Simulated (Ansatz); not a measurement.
Molecule (SMILES): [Cl][GeH][Cl], doublet.
Atoms: Ge1, Cl2, Cl3, H4. Bonds: Ge1-Cl2, Ge1-Cl3, Ge1-H4.

Basis-set convergence of the optimised Ge1-Cl2 bond length at PBE0 with Ansatz (a first-principles code). Cartesian d functions, on some or all atoms, in 6-31G*, 6-311G**; all else is spherical. The program fits the integrals of some runs and decomposes those of others, by size. Open shells are unrestricted. No added dispersion term, no relativity. Reference: the value in pcseg-3, 2.1508 Å.

```tsv
basis	functions	optimised Ge1-Cl2 bond length (Å)
pcseg-0	50	___
def2-SV(P)	70	___
6-31G*	75	2.1650
cc-pV(D+d)Z	78	___
6-311G**	104	2.1618
aug-cc-pV(D+d)Z	109	2.1680
def2-TZVP	128	2.1514
def2-TZVPP	146	2.1514
aug-pcseg-2	182	___
```

Problem. Complete the blanks.

Solution. 
- pcseg-0, optimised Ge1-Cl2 bond length (Å): 2.2723
- def2-SV(P), optimised Ge1-Cl2 bond length (Å): 2.1640
- cc-pV(D+d)Z, optimised Ge1-Cl2 bond length (Å): 2.1647
- aug-pcseg-2, optimised Ge1-Cl2 bond length (Å): 2.1533
